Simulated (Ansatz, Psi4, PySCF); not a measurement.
Pair of molecules: NH3 (SMILES N) (first 4 atoms) with C3H8 (SMILES CCC); geometry from B3LYP-D3(BJ)/def2-TZVP, rigid monomers moved along the line of their centres of mass till H2···H11 is 4.17 Å.
(charge 0, multiplicity 1):
```xyz
15

N      0.2960     0.1290     0.4838
H      0.1338     0.8239     1.2036
H      0.9649     0.5202    -0.1696
H     -0.5775     0.0029    -0.0148
C      1.1049    -0.0751     5.9638
C     -0.3780     0.2869     5.9952
C     -1.2781    -0.8937     5.6395
H      1.7336     0.7830     6.2106
H      1.3259    -0.8668     6.6840
H      1.3937    -0.4374     4.9750
H     -0.5681     1.1134     5.3015
H     -0.6433     0.6668     6.9865
H     -2.3336    -0.6139     5.6557
H     -1.0399    -1.2747     4.6443
H     -1.1409    -1.7135     6.3492
```

Counterpoise-corrected where a basis set is named; no monomer relaxation. Rows marked so take none.

Correlated levels freeze the cores. Rows in 6-31G* carry no dispersion term and start afresh at each structure (6-31G* with six Cartesian d functions).

Run with Ansatz (a program for electronic structure); Psi4 for SAPT; PySCF for 6-31G* rows, the dispersion terms. 

```json
[
 {"level": "HF/6-31G* (no counterpoise)", "interaction energy (kcal/mol)": "-0.08"},
 {"level": "HF/aug-cc-pVDZ", "interaction energy (kcal/mol)": "-0.05"},
 {"level": "r2SCAN/def2-TZVPPD", "interaction energy (kcal/mol)": "-0.09"},
 {"level": "r2SCAN-D4/def2-TZVPPD", "interaction energy (kcal/mol)": "-0.19"},
 {"level": "PBE0-D3(BJ)/def2-TZVPPD", "interaction energy (kcal/mol)": "?"},
 {"level": "MP2/aug-cc-pVDZ", "interaction energy (kcal/mol)": "-0.20"},
 {"level": "SCS-MP2/aug-cc-pVDZ", "interaction energy (kcal/mol)": "-0.16"},
 {"level": "CCSD(T)/aug-cc-pVDZ", "interaction energy (kcal/mol)": "-0.20"},
 {"level": "SAPT0/jun-cc-pV(D+d)Z", "interaction energy (kcal/mol)": "-0.16"}
]
```

Problem. Some entries are withheld; supply them.

Solution. 
- PBE0-D3(BJ)/def2-TZVPPD, interaction energy (kcal/mol): -0.25
